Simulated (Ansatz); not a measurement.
Job for Ansatz (a program for electronic structure): R-CCSD(T)/def2-TZVPP on Cl3Ga (SMILES [Cl][Ga]([Cl])[Cl]).

Ansatz 0.2 input:
```yaml
crystal:
  periodic: [false, false, false]
  atoms:
    - {symbol: Ga, position_ang: [0.00005036, -0.00001326, -0.00057016]}
    - {symbol: Cl, position_ang: [2.13453578, -0.00972955, -0.00903274]}
    - {symbol: Cl, position_ang: [-1.05882154, 1.85338218, -0.00143330]}
    - {symbol: Cl, position_ang: [-1.07566460, -1.84363936, 0.01113621]}
basis:
  gaussian:
    orbitals: def2-TZVPP
magnetization: {spin_polarized: false}
correlation: {method: ccsd_t, electrons: outside_noble_gas}
scf: {lower_state_search: off}
```

Output:

```
WARN ansatz: RAYON_NUM_THREADS=4 ignored (pool sized by the plan → 4); use --threads N
Functional definition: HF
these checks for a lower state are left out or cut short: stability, starts, cluster_reference, orbital_swaps, neighbouring_geometries, increment
integrals: 0.52 GiB planned
1072 factors; integrals over basis functions are off by at most 1.3e-3 eV
mean field: 0.84 GiB planned
mean field evaluation 1: about -89849.6877 eV, gradient 2.2e1 eV
mean field evaluation 2: about -89849.7946 eV, gradient 2.2e1 eV
mean field evaluation 4: about -89851.1885 eV, gradient 2.4e0 eV
mean field evaluation 8: about -89851.2117 eV, gradient 4.5e-2 eV
mean field -89851.21171614 eV, -3301.9711272292 hartree, gradient 1.3e-6 eV, S^2 0.000000; 0 other end points of the search recorded, 0 dependent functions left out
29 core orbitals not correlated
reference -89851.21171614 eV, -3301.9711272292 hartree; 12, 12 occupied and 133, 133 virtual orbitals, 1072 factors
second order -17.07920919 eV of doubles, -0.00000000 eV of singles
coupled cluster: 1.12 GiB planned
cycle   1  -17.98331923 eV  change   -9.0e-1 eV  update   7.5e-2
cycle   2  -18.32668345 eV  change   -3.4e-1 eV  update   2.1e-2
cycle   3  -18.38777122 eV  change   -6.1e-2 eV  update   1.0e-2
cycle   4  -18.38045572 eV  change    7.3e-3 eV  update   2.4e-3
cycle   5  -18.37964009 eV  change    8.2e-4 eV  update   8.0e-4
cycle   6  -18.37955887 eV  change    8.1e-5 eV  update   2.3e-4
cycle   7  -18.37949766 eV  change    6.1e-5 eV  update   6.9e-5
cycle   8  -18.37951832 eV  change   -2.1e-5 eV  update   1.9e-5
perturbative correction -0.79220804 eV, -0.0291131085 hartree
Total energy: -89870.38344249 eV, -3302.6756751778 hartree
Checks for a lower state left out: stability, starts, cluster_reference, orbital_swaps, neighbouring_geometries, increment
```

Self-consistency was reached.

Cost: about 60 core-seconds (a rough figure).
